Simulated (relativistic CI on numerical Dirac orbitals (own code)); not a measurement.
Line list: Forbidden lines, W¹⁰⁺

Calculated at this level of theory: Dirac-Coulomb-Breit CI, KLI orbitals optimised for each configuration, model QED, unscaled Slater integrals (own radial code, finite nucleus).

Configuration list (outside the closed core [Kr] 4d10): 4f14.5s2.5p2, 4f13.5s2.5p3, 4f14.5s.5p3, 4f14.5s2.5p.5d, 4f14.5s.5p2.5d, 4f13.5s2.5p2.5d, 4f14.5s2.5p.5f, 4f14.5s2.5p.6s, 4f14.5s2.5p.5g, 4f14.5p4, 4f13.5p5, 4f13.5p4.5d, 4f14.5s2.5d2, 4f14.5s.5d3, 4f13.5s2.5d3. Double excitations out of closed p, d and f shells are left out; levels of such configurations are missing from the list, as are those of other unlisted configurations, and high levels can miss mixing partners.

```tsv
λ vac (nm)	Lower	Upper	Type	A (s⁻¹)	log gf
90.614	4f13.5s2.5p3 3G_5 [2]	4f13.5s2.5p3 3G_5 [21]	M1	2.17e+03	-5.53
91.196	4f13.5s2.5p3 3G_5 [2]	4f13.5s2.5p3 3F_4 [20]	E2	1.63e+02	-6.74
91.196	4f13.5s2.5p3 3G_5 [2]	4f13.5s2.5p3 3F_4 [20]	M1	1.87e+03	-5.68
92.301	4f13.5s2.5p3 3D_2 [3]	4f13.5s2.5p3 3F_4 [20]	E2	2.03e+02	-6.63
94.226	4f13.5s2.5p3 3D_2 [3]	4f13.5s2.5p3 3F_2 [18]	M1	7.84e+02	-6.28
95.071	4f13.5s2.5p3 3D_2 [3]	4f13.5s2.5p3 1D_2 [17]	M1	1.75e+03	-5.93
95.405	4f13.5s2.5p3 3D_2 [3]	4f13.5s2.5p3 5F_1 [16]	M1	1.16e+03	-6.32
97.299	4f13.5s2.5p3 3F_3 [4]	4f13.5s2.5p3 3F_4 [20]	M1	7.93e+02	-5.99
100.38	4f13.5s2.5p3 3F_3 [4]	4f13.5s2.5p3 1D_2 [17]	M1	9.37e+02	-6.15
102.05	4f14.5s2.5p2 3P_0 [1]	4f14.5s2.5p2 1D_2 [11]	E2	2.92e+02	-6.64
102.42	4f13.5s2.5p3 3F_4 [5]	4f13.5s2.5p3 3G_5 [21]	M1	8.34e+02	-5.84
102.83	4f13.5s2.5p3 3D_2 [3]	4f13.5s2.5p3 3F_3 [15]	M1	8.46e+03	-5.03
103.17	4f13.5s2.5p3 3F_4 [5]	4f13.5s2.5p3 3F_4 [20]	M1	1.92e+02	-6.56
103.21	4f13.5s2.5p3 3F_4 [5]	4f13.5s2.5p3 3G_3 [19]	M1	1.68e+03	-5.73
104.97	4f13.5s2.5p3 3D_2 [3]	4f13.5s2.5p3 3F_2 [14]	M1	4.88e+03	-5.39
105.57	4f13.5s2.5p3 3G_5 [2]	4f13.5s2.5p3 3F_4 [13]	M1	5.39e+03	-5.09
107.03	4f13.5s2.5p3 3D_1 [6]	4f13.5s2.5p3 3F_2 [18]	M1	3.22e+03	-5.56
108.12	4f13.5s2.5p3 3D_1 [6]	4f13.5s2.5p3 1D_2 [17]	M1	2.75e+03	-5.62
108.56	4f13.5s2.5p3 3D_1 [6]	4f13.5s2.5p3 5F_1 [16]	M1	3.29e+03	-5.76
111.48	4f13.5s2.5p3 3F_3 [4]	4f13.5s2.5p3 3F_2 [14]	M1	7.89e+03	-5.13
112.01	4f13.5s2.5p3 3G_5 [2]	4f13.5s2.5p3 5F_5 [12]	M1	9.11e+03	-4.72
113.83	4f13.5s2.5p3 3F_3 [4]	4f13.5s2.5p3 3F_4 [13]	M1	5.86e+03	-4.99
116.50	4f13.5s2.5p3 3F_4 [5]	4f13.5s2.5p3 3F_3 [15]	M1	3.69e+03	-5.28
117.52	4f13.5s2.5p3 3G_4 [7]	4f13.5s2.5p3 3F_4 [20]	M1	2.73e+03	-5.29
117.58	4f13.5s2.5p3 3G_4 [7]	4f13.5s2.5p3 3G_3 [19]	M1	5.90e+03	-5.07
119.95	4f14.5s2.5p2 3P_0 [1]	4f14.5s2.5p2 3P_1 [8]	M1	7.10e+03	-5.34
121.12	4f13.5s2.5p3 3D_1 [6]	4f13.5s2.5p3 3F_2 [14]	M1	4.08e+02	-6.35
121.55	4f14.5s2.5p2 3P_1 [8]	4f13.5s2.5p3 3F_2 [18]	M1	9.22e+02	-5.99
121.95	4f13.5s2.5p3 3F_4 [5]	4f13.5s2.5p3 3F_4 [13]	M1	1.49e+03	-5.53
122.96	4f14.5s2.5p2 3P_1 [8]	4f13.5s2.5p3 1D_2 [17]	M1	7.60e+02	-6.07
123.52	4f14.5s2.5p2 3P_1 [8]	4f13.5s2.5p3 5F_1 [16]	M1	3.51e+02	-6.62
125.00	4f13.5s2.5p3 3F_2 [9]	4f13.5s2.5p3 3G_3 [19]	M1	1.27e+03	-5.68
128.48	4f13.5s2.5p3 3F_2 [9]	4f13.5s2.5p3 3F_2 [18]	M1	8.18e+02	-5.99
129.06	4f13.5s2.5p3 3F_3 [10]	4f13.5s2.5p3 3F_4 [20]	M1	3.90e+02	-6.06
129.13	4f13.5s2.5p3 3F_3 [10]	4f13.5s2.5p3 3G_3 [19]	M1	1.34e+03	-5.63
130.63	4f13.5s2.5p3 3F_4 [5]	4f13.5s2.5p3 5F_5 [12]	M1	3.92e+03	-4.96
130.68	4f13.5s2.5p3 3F_2 [9]	4f13.5s2.5p3 5F_1 [16]	M1	8.23e+03	-5.20
132.85	4f13.5s2.5p3 3F_3 [10]	4f13.5s2.5p3 3F_2 [18]	M1	4.89e+03	-5.19
134.54	4f13.5s2.5p3 3F_3 [10]	4f13.5s2.5p3 1D_2 [17]	M1	4.42e+02	-6.22
138.49	4f14.5s2.5p2 3P_0 [1]	4f13.5s2.5p3 3D_1 [6]	M1	4.78e+02	-6.39
149.92	4f14.5s2.5p2 1D_2 [11]	4f13.5s2.5p3 1D_2 [17]	M1	9.06e+02	-5.82
155.27	4f13.5s2.5p3 3F_3 [10]	4f13.5s2.5p3 3F_2 [14]	M1	3.00e+02	-6.27
170.15	4f14.5s2.5p2 1D_2 [11]	4f13.5s2.5p3 3F_3 [15]	M1	4.58e+02	-5.86
407.10	4f13.5s2.5p3 3G_5 [2]	4f13.5s2.5p3 3G_4 [7]	M1	2.29e+02	-5.29
439.91	4f13.5s2.5p3 3F_3 [4]	4f13.5s2.5p3 3F_2 [9]	M1	1.64e+02	-5.62
```

Terms are leading LS components. Brackets give the number of a level in order of energy, since labels repeat. The list gives strong lines, with weight on those to low levels, among the lowest 200 of 977 levels, so that lines to higher ones, which can be the strongest, are missing. Levels whose partners in the same complex of configurations lie outside the list can be far off, and so can their lines. Rates are taken at the computed energies, electric ones in the length gauge.

At this charge transitions that keep the count of f electrons are usually good to a few per cent. Levels and lines within the n = 5 or 6 shells can be off by up to 10 % or somewhat more, and those that change n by about 2 %, since core polarisation is missing. Levels that differ in their count of f electrons can be misplaced by several ten thousand cm⁻¹, since the correlation energy of f electrons is missing or only estimated; rates across such gaps can be off by orders of magnitude.

LS names give the leading component of a level, which can be under half, so a name can repeat, a term be missing and a line seem to break the LS rules.
